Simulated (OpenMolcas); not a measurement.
**Fe2+ in CaO: curves along the breathing mode**

Fe2+ with its 6 nearest oxide ions, on the Ca site of CaO (a = 4.8105 Å, distance in the model lattice 2.405 Å). The rest of the host is ab initio model potentials to 7.6 Å, with orthogonalisation functions on the cations behind the ligands, and point charges beyond; the distance is set by hand and nothing relaxes. Ligand basis ANO-RCC-VDZP.

- Program: OpenMolcas
- Method: CASSCF
- Basis: ANO-RCC-VDZP [5s4p2d1f]
- Scalar Hamiltonian: DKH2, point nucleus
- Active space: 6 electrons in 5 orbitals (3d)
- State averaging: 2S+1 = 5 even, 5 roots; 2S+1 = 3 even, 45 roots; 2S+1 = 1 even, 50 roots
- Spin-orbit coupling: RASSI with atomic mean-field integrals over the reference wave functions

Spin-free energies (labels of O, the rotations of Oh) in cm-1 above the lowest fitted minimum, as all ligands move together:

```csv
R (Å),5T2,5E,3T1,3T2,1A1,3T1(2),3T2(2)
2.098,12700,22920,27240,31210,29270,35210,37490
2.147,6520,15910,21770,25500,24550,29050,31400
2.196,2490,11140,18340,21830,21750,25010,27430
2.246,370,8370,16750,20010,20720,22890,25380
2.295,130,7560,16940,20010,21390,22640,25180
2.345,1660,8570,18850,21730,23720,24150,26750
2.394,4880,11340,22370,25100,27610,27350,29980
```

Cubic fits give the following; the wavenumber is harmonic, with the mass of all moving ligands, small differences in it between states hang on the degree of the fit, a number in brackets counts states of one label, and the table is a selection of at most 14 states with clean curves.

| State | R0 (Å) | Breathing mode (cm-1) | Minimum (cm-1) |
| --- | --- | --- | --- |
| 5T2 | 2.277 | 510 | 0 |
| 5E | 2.292 | 515 | 7550 |
| 3T1 | 2.264 | 503 | 16600 |
| 3T2 | 2.270 | 504 | 19780 |
| 1A1 | 2.250 | 497 | 20690 |
| 3T1(2) | 2.277 | 509 | 22510 |
| 3T2(2) | 2.275 | 509 | 25040 |
| 3E | 2.280 | 509 | 25350 |
| 1T1 | 2.264 | 503 | 26270 |
| 3T1(3) | 2.279 | 509 | 25970 |
| 3T2(3) | 2.284 | 510 | 29820 |
| 3A2 | 2.286 | 513 | 29900 |
| 3T1(4) | 2.290 | 515 | 30640 |
| 1T2 | 2.274 | 507 | 31340 |

The minimum of 5E is shifted by +0.0150 Å against 5T2 (from the unrounded fits). With M = 96.0 u for the moving shell, the Huang-Rhys factor in this mode is S = M ω ΔR² / 2ħ = 0.01483 × 96.0 × 510 × 0.0150² = 0.16. Only the first shell moves, against a rigid host.

An orbital triplet at a regular site is open to Jahn-Teller coupling, which can distort the site and quench the lowest spin-orbit gaps and is left out. Without dynamic correlation the repulsion within the d shell is too large (B by tens of per cent), so at a given field states of lower spin stand too high. Ligand-to-metal charge-transfer states are missing. With no ligand orbital active B as a rule stays too high, so bands that hang on it stand too high and its fall with covalency is understated. With metal d orbitals alone and no dynamic correlation 10Dq can be off by a tenth to a fifth, either way, in oxide and fluoride hosts. No measured value stands beside these numbers.
